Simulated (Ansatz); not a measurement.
CH₃NH₂ + `FB(F)F` → `C[NH2+][B-](F)(F)F`  (adduct formation)

Isolated molecules relaxed with PBE0-D4/def2-TZVP in Ansatz; ΔE leaves out vibrations. CBS: MP2 limit from def2 TZ/QZ plus the TZ coupled-cluster correction, frozen cores. This one scheme is used for every species. Functionals use def2-TZVPP. One conformer a species, not always the lowest.

```
             level  ΔE (kcal/mol)  difference from CCSD(T)/CBS
       LDA (SPW92)          -36.3                         -8.4
            PBE-D4          -27.1                          0.8
         revPBE-D4          -25.9                          2.0
        r2SCANh-D4          -29.2                         -1.3
        r2SCAN0-D4          -29.7                         -1.8
            r2SCAN          -28.3                         -0.4
           r2SCANh          -28.6                         -0.7
           r2SCAN0          -29.1                         -1.2
             BHLYP          -25.6                          2.3
       HF/def2-SVP          -26.2                          1.7
     HF/def2-TZVPP          -20.3                          7.6
    MP2/def2-TZVPP          -28.2                         -0.3
SCS-MP2/def2-TZVPP          -26.6                          1.3
   CCSD/def2-TZVPP          -27.3                          0.6
    MP2/def2-QZVPP          -27.8                          0.1
     MP2/CBS(def2)          -28.0                         -0.1
       CCSD(T)/CBS          -27.9                            0
```

Largest T1 diagnostic among the species: 0.012.

At CCSD(T), def2-SVP lies −3.2 kcal/mol from the extrapolated value and def2-TZVPP −0.3 kcal/mol. From BLYP to BHLYP (50 % exact exchange), in def2-TZVPP and without D4, ΔE moves by −5.8 kcal/mol.
